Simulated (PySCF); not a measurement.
A GIAO shielding run with PySCF 2.14.0 with density-fitted response routines (density fitting, non-relativistic, gas phase) on `C(/C#C)(F)=C\CC(F)(F)F`, C₆H₄F₄:

```
$ OMP_NUM_THREADS=1 python probes_run.py task.json out

{"job": {"kind": "nmr", "xc": "PBE0", "basis": "pcSseg-1"}, "charge": 0, "multiplicity": 1}
C      3.691476    -0.231564     0.032553
C      2.540330     0.106503     0.076348
C      1.205356     0.558681     0.176989
F      1.036308     1.639276     0.969986
C      0.164875     0.011926    -0.449563
C     -1.238383     0.514422    -0.318460
C     -2.143278    -0.571568     0.240711
F     -3.418375    -0.162376     0.323539
F     -1.782772    -0.957112     1.471210
F     -2.146207    -1.675992    -0.521624
H      4.689601    -0.550988    -0.023650
H      0.329990    -0.850363    -1.075553
H     -1.642263     0.796789    -1.294945
H     -1.287336     1.371894     0.355359
```

Hardware: 1 thread of an Arm Neoverse V2, shared host. The job also computes population analyses, field gradients.

Q: How large is the calculation?

A: 76 electrons, 190 basis functions and 982 auxiliary functions.

Q: How long does it take, and how much memory does it need?

A: 25 s of wall time, with 14 SCF cycles and 5 response iterations; peak memory 0.83 GiB. Times on a shared host scatter by some tens of per cent.
